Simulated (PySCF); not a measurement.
From a computed spectrum to the compound

A species of 7 atoms with charge 1 has these harmonic modes (PBE0, small Gaussian bases with core potentials, PySCF 2.14.0):

| cm⁻¹ | km/mol | symmetry |
| --- | --- | --- |
| 121 | 0.0 | a1 |
| 181 | 0.1 | e |
| 181 | 0.1 | e |
| 320 | 0.0 | a2 |
| 416 | 371.6 | e |
| 416 | 371.6 | e |
| 526 | 37.3 | e |
| 526 | 37.3 | e |
| 572 | 429.4 | a1 |
| 774 | 149.3 | e |
| 774 | 149.3 | e |
| 802 | 23.5 | a1 |
| 3935 | 650.3 | e |
| 3935 | 650.3 | e |
| 3948 | 240.4 | a1 |

(1) Which species is it, and in which structure?

Results:

(1) [Hf(OH)3]+ (singlet):
```xyz
7

Hf    0.0000    0.0000   -0.1355
O     1.7815    0.0000    0.4484
H     2.6044    0.0000    0.9479
O    -0.8908    1.5429    0.4484
H    -1.3022    2.2554    0.9479
O    -0.8908   -1.5429    0.4484
H    -1.3022   -2.2554    0.9479
```
Ideal gas at 298.15 K and 1 bar: S = 331.2 J/(mol K), Cp = 98.9 J/(mol K), H − H(0 K) = 19.6 kJ/mol (rigid rotor, harmonic modes, spin degeneracy alone). 
 This is one of several that fit.
